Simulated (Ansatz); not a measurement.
One change: `C[S][SnH]([F])[Cl]` becomes `C[S][SnH]([Cl])[Cl]`.

Ansatz, PBE0-D4/def2-TZVP geometries, multiplicity 1. Each molecule was computed in one conformer, which needn't be the lowest.

Elements past krypton have def2 core potentials.

| property | `C[S][SnH]([F])[Cl]` |
| --- | --- |
| HOMO–LUMO gap (PBE0/def2-TZVPP) / eV | 5.94 |
| size of the dipole moment (B3LYP/def2-TZVPP) / D | 1.98 |
| LUMO energy (B3LYP/def2-TZVPP) / eV | -1.97 |
| HOMO–LUMO gap (B3LYP/def2-TZVPP) / eV | 5.39 |
| HOMO energy (PBE0/def2-TZVPP) / eV | -7.60 |
| LUMO energy (PBE0/def2-TZVPP) / eV | -1.66 |

Task: What does the change do to each property? (An estimate is asked.)

Result: Computed: 
```csv
property,`C[S][SnH]([Cl])[Cl]`,shift
HOMO–LUMO gap (PBE0/def2-TZVPP) / eV,5.72,-0.22
size of the dipole moment (B3LYP/def2-TZVPP) / D,1.60,-0.38
LUMO energy (B3LYP/def2-TZVPP) / eV,-2.10,-0.13
HOMO–LUMO gap (B3LYP/def2-TZVPP) / eV,5.18,-0.21
HOMO energy (PBE0/def2-TZVPP) / eV,-7.52,0.08
LUMO energy (PBE0/def2-TZVPP) / eV,-1.81,-0.15
```

With PBE0 the HOMO rises by 0.08 eV and the LUMO falls by 0.15 eV, so the gap narrows by about 0.23 eV. PBE moves the HOMO by 0.07 eV and ωB97M-V by 0.09 eV. Dipoles are sizes alone; their direction can turn.

B3LYP here is the variant with VWN-RPA as its local correlation; programs differ in this.
